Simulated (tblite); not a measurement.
Run record: tight-binding relaxation, `CC(C)O/C(=[CH]/[AlH2])O[SiH3]`.

Computed with GFN2-xTB geometry optimisation, gas phase (tblite 0.8.0). Start geometry: from a force field or distance geometry. The input is one job of a driver script: a line of settings, then coordinates in Å.

Command:
```bash
OMP_NUM_THREADS=1 python probes_run.py task.json out
```

Input:
```
{"job": {"kind": "relax", "xc": "GFN2-xTB", "basis": "xTB"}, "charge": 0, "multiplicity": 1}
C     -2.674000    -0.267500     1.580000
C     -1.427800    -0.323600     0.776600
C     -1.744400    -0.316700    -0.685500
O     -0.416200     0.580900     1.138300
C      0.820600     0.672900     0.544900
C      0.987500     1.715000    -0.282900
Al     2.674200     2.022600    -1.230800
O      1.828600    -0.256300     0.775800
Si     2.116700    -1.602700    -0.314800
H     -2.570700    -0.604300     2.635600
H     -3.175300     0.730800     1.562700
H     -3.423300    -0.952100     1.096500
H     -0.994200    -1.352500     0.983200
H     -0.826000    -0.243800    -1.310200
H     -2.411500     0.564800    -0.852100
H     -2.317700    -1.261200    -0.885500
H      0.176100     2.438400    -0.436100
H      3.862300     0.962700    -1.298000
H      2.872700     3.439600    -1.932800
H      3.424000    -1.420900    -0.965700
H      2.097900    -2.841600     0.470800
H      1.110100    -1.665200    -1.370900
```

Output:
```
step      E/eV     max force
  0    -769.13127    3.296
  1    -769.47795    1.788
  2    -769.63850    1.198
  3    -769.74221    0.931
  4    -769.81328    0.693
  5    -769.84921    0.428
  6    -769.87987    0.433
  7    -769.93323    0.634
  8    -769.98247    0.554
  9    -770.01139    0.335
... (156 lines left out)
166    -770.48591    0.042
167    -770.48608    0.037
168    -770.48623    0.030
169    -770.48637    0.028
170    -770.48654    0.031
171    -770.48669    0.033
172    -770.48684    0.032
173    -770.48696    0.020
174    -770.48703    0.013
175    -770.48708    0.010
```

«max force» is the largest atomic force in eV/Å.

Task: From which step on does the largest force stay under 0.1 eV/Å, and how much energy is left to gain from there?

Result: From step 137 (0.087 eV/Å), 10.7 meV above the end.

Main results: energy lowered by 31.3 kcal/mol over 175 steps; largest atomic force 0.010 eV/Å at the end.

Task: Give the final coordinates.

Result: 0.968 Å rms from the input after alignment:
```
atom  x, y, z in Å
C1    -2.6669    0.0072    1.7553
C2    -1.5671   -0.3915    0.7789
C3    -2.1427   -0.8516   -0.5593
O4    -0.7528    0.7706    0.6016
C5     0.4887    0.6561    0.0932
C6     1.2325    1.7504   -0.1606
Al7    3.0942    1.7291   -0.7518
O8     0.8951   -0.6138   -0.1133
Si9    2.1489   -1.2324   -0.9241
H10   -2.2297    0.3688    2.6820
H11   -3.2715    0.8013    1.3255
H12   -3.3007   -0.8484    1.9688
H13   -0.9550   -1.1935    1.2130
H14   -1.3440   -1.1306   -1.2423
H15   -2.7223   -0.0471   -1.0066
H16   -2.7875   -1.7125   -0.4059
H17    0.6931    2.6632    0.1024
H18    4.2662    1.9655    0.2421
H19    3.5109    1.5938   -2.2451
H20    3.4282   -0.6680   -0.4481
H21    1.9687   -2.6278   -0.5524
H22    2.0032   -0.9696   -2.3542
```

Task: Estimate the wall time. Hardware: Intel Xeon at 2.50 GHz, one thread, on a shared host.

Result: About 5.8 s.
Labels such as C1 count atoms from 1, the log's own numbers from 0.
